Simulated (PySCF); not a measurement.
Orbital levels and atomic charges

System: P28H14O14 (flake black phosphorene).

Cartesian coordinates (Å):
```
  1 P    -3.8720   -1.2100   -2.8142
  2 P    -4.0012   -0.9742    1.2844
  3 P    -4.0293    0.9440   -3.2616
  4 P    -3.9329    1.1731    0.7554
  5 P     2.4397   -1.1450   -2.8439
  6 P     4.0726   -0.9488   -1.3878
  7 P    -0.7865   -1.0937   -2.8025
  8 P     0.8547   -1.0758   -1.3504
  9 P    -2.3448   -1.0642   -1.2675
 10 P     2.4500   -1.1061    1.2665
 11 P     3.9775   -1.2331    2.8173
 12 P    -0.7421   -1.0746    1.2900
 13 P     0.8629   -1.1093    2.7779
 14 P    -2.3566   -1.1073    2.7577
 15 P     2.3838    0.9800   -3.4929
 16 P     0.7748    0.7954   -4.9932
 17 P    -0.7481    1.0382   -3.3863
 18 P    -2.4154    0.9987   -4.8098
 19 P     4.0977    0.9005    3.3924
 20 P     2.4727    0.8303    4.9021
 21 P     3.9819    1.1989   -0.8675
 22 P     2.4662    1.0495    0.7122
 23 P     0.8907    1.0243    3.3579
 24 P    -0.6991    0.9663    4.8716
 25 P     0.8633    1.0702   -0.7702
 26 P    -0.7283    1.0732    0.7299
 27 P    -2.3009    1.0356    3.3367
 28 P    -2.3427    1.0936   -0.7419
 29 O    -5.1460   -1.3761   -1.7949
 30 H    -5.9777   -1.3949   -2.2755
 31 O    -5.2535   -0.7113    2.3450
 32 H    -5.6558   -1.5371    2.6260
 33 O    -5.2965    0.6798   -4.3081
 34 H    -5.7580    1.4953   -4.5160
 35 O    -5.1204    1.1832   -0.3799
 36 H    -5.9958    1.1360    0.0138
 37 O     5.2441   -0.8188   -2.5446
 38 H     6.1108   -0.9884   -2.1659
 39 O     5.2394   -1.2847    1.7748
 40 H     6.0754   -1.3871    2.2361
 41 O     3.5955    0.9439   -4.5767
 42 H     4.4452    0.7764   -4.1528
 43 O     0.8483   -0.8351   -5.1778
 44 H     0.2602   -1.1512   -5.8720
 45 O    -2.2761   -0.5917   -5.2693
 46 H    -3.0263   -0.8712   -5.8031
 47 O     5.3997    0.5992    4.3672
 48 H     5.7155    1.3839    4.8218
 49 O     2.4934   -0.7836    5.2005
 50 H     1.8138   -1.0436    5.8321
 51 O     5.3724    1.1059    0.0071
 52 H     5.4858    1.8555    0.5973
 53 O    -0.6209   -0.6377    5.2848
 54 H    -1.3999   -0.9011    5.7853
 55 O    -3.4992    1.0146    4.4499
 56 H    -4.3616    1.1105    4.0323
```

Method: PBE/def2-SVP, gas phase, PySCF, fitting set def2-universal-JFIT, grid level 1.

(1) Give the orbital energies near the gap.

(2) Give the partial charges of the non-hydrogen atoms.

## Answers

(1) 
```json
{"orbital": "HOMO-4", "eV": "-4.78"}
{"orbital": "HOMO-3", "eV": "-4.65"}
{"orbital": "HOMO-2", "eV": "-4.58"}
{"orbital": "HOMO-1", "eV": "-4.37"}
{"orbital": "HOMO", "eV": "-4.29"}
{"orbital": "LUMO", "eV": "-2.72"}
{"orbital": "LUMO+1", "eV": "-2.19"}
{"orbital": "LUMO+2", "eV": "-2.17"}
{"orbital": "LUMO+3", "eV": "-1.98"}
```

(2) 
| atom | Mulliken | IAO | Hirshfeld |
| --- | --- | --- | --- |
| P1 | 0.28 | 0.40 | 0.09 |
| P2 | 0.20 | 0.35 | 0.08 |
| P3 | 0.15 | 0.32 | 0.06 |
| P4 | 0.25 | 0.38 | 0.08 |
| P5 | 0.00 | -0.01 | -0.01 |
| P6 | 0.22 | 0.39 | 0.10 |
| P7 | 0.05 | 0.02 | 0.00 |
| P8 | -0.07 | -0.01 | 0.00 |
| P9 | -0.09 | -0.01 | 0.00 |
| P10 | -0.08 | -0.02 | -0.01 |
| P11 | 0.32 | 0.43 | 0.10 |
| P12 | -0.06 | 0.00 | 0.00 |
| P13 | 0.05 | 0.02 | 0.00 |
| P14 | -0.06 | -0.08 | -0.05 |
| P15 | 0.20 | 0.40 | 0.10 |
| P16 | 0.27 | 0.39 | 0.10 |
| P17 | -0.17 | -0.08 | -0.03 |
| P18 | 0.23 | 0.34 | 0.06 |
| P19 | 0.12 | 0.30 | 0.05 |
| P20 | 0.22 | 0.35 | 0.07 |
| P21 | 0.24 | 0.36 | 0.07 |
| P22 | -0.08 | -0.04 | -0.02 |
| P23 | -0.17 | -0.08 | -0.03 |
| P24 | 0.27 | 0.38 | 0.09 |
| P25 | -0.03 | -0.01 | -0.01 |
| P26 | -0.03 | -0.01 | -0.01 |
| P27 | 0.18 | 0.37 | 0.08 |
| P28 | -0.05 | 0.00 | 0.00 |
| O29 | -0.34 | -0.69 | -0.23 |
| O31 | -0.38 | -0.71 | -0.24 |
| O33 | -0.39 | -0.72 | -0.26 |
| O35 | -0.33 | -0.69 | -0.22 |
| O37 | -0.37 | -0.70 | -0.23 |
| O39 | -0.34 | -0.69 | -0.23 |
| O41 | -0.34 | -0.69 | -0.23 |
| O43 | -0.32 | -0.68 | -0.20 |
| O45 | -0.35 | -0.70 | -0.22 |
| O47 | -0.37 | -0.71 | -0.25 |
| O49 | -0.32 | -0.68 | -0.21 |
| O51 | -0.36 | -0.70 | -0.24 |
| O53 | -0.35 | -0.69 | -0.21 |
| O55 | -0.35 | -0.70 | -0.24 |
